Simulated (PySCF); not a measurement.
PySCF 2.14 output of an unrestricted TPSSh calculation on a single atom or ion in x2c-QZVPPall (13s9p7d4f1g, 112 functions), with scalar relativity by spin-free X2C-1e:

```
SCF conv_tol = 1e-09
number electrons alpha = 26  beta = 24
    V. N. Staroverov, G. E. Scuseria, J. Tao, and J. P. Perdew.,  J. Chem. Phys. 119, 12129 (2003)
cycle= 1 E= -6480.21358609949  delta_E= -0.0182  |g|= 0.0436  |ddm|= 0.324
cycle= 2 E= -6480.2136583583  delta_E= -7.23e-05  |g|= 0.0152  |ddm|= 0.0211
cycle= 3 E= -6480.21366397107  delta_E= -5.61e-06  |g|= 0.00261  |ddm|= 0.00373
cycle= 4 E= -6480.21366459823  delta_E= -6.27e-07  |g|= 0.00111  |ddm|= 0.00225
cycle= 5 E= -6480.21366475162  delta_E= -1.53e-07  |g|= 5.48e-05  |ddm|= 0.000723
cycle= 6 E= -6480.21366475296  delta_E= -1.34e-09  |g|= 5.35e-06  |ddm|= 8.59e-05
cycle= 7 E= -6480.21366475296  delta_E=    0  |g|= 2.99e-07  |ddm|= 8.02e-06
converged SCF energy = -6480.21366475296  <S^2> = 2.0024494  2S+1 = 3.0016325
```

The run itself started from symmetry-adapted Hartree-Fock orbitals and held the occupation by maximum overlap, on a logarithmic radial grid, so the iterations belong to that start.

Q: Which element, charge and spin multiplicity is this?

A: Sb⁺ (antimony, charge +1), multiplicity 3; the state was [Kr] 4d10 5s2 5p2, high-spin 3P determinant.
